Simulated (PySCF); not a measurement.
# TaF⁺ at r²SCAN

Computed with r²SCAN; Ta def2-TZVPPD with ECP60, F def2-TZVPPD; scalar-relativistic core potentials (PySCF 2.14).

```
state                                                                                                             : ⁴Σ⁻ (quartet), unpaired electrons σ ↑, δ ↑↑
bond length                                                                                                       : 3.357 bohr
harmonic wavenumber                                                                                               : 798 cm⁻¹
force constant                                                                                                    : 6.45 mdyn/Å
rotational constant Be                                                                                            : 0.3108 cm⁻¹
anharmonicity ωexe                                                                                                : 2.90 cm⁻¹
vibration–rotation constant αe                                                                                    : 0.00156 cm⁻¹
bond order (Mayer)                                                                                                : 1.41
dipole moment (positive dipole points towards F; it is taken about the centre of mass and depends on that origin) : -3.37 D
```

De is left out where the level can put another filling of the metal’s s and d shells below the measured ground configuration, by anything from nothing to about 1 eV. Spin–orbit coupling is left out, which matters for elements this heavy, above all for dissociation energies. The state is the lowest single determinant that the PBE0 search found; with open d or f shells the true ground state can be another one.
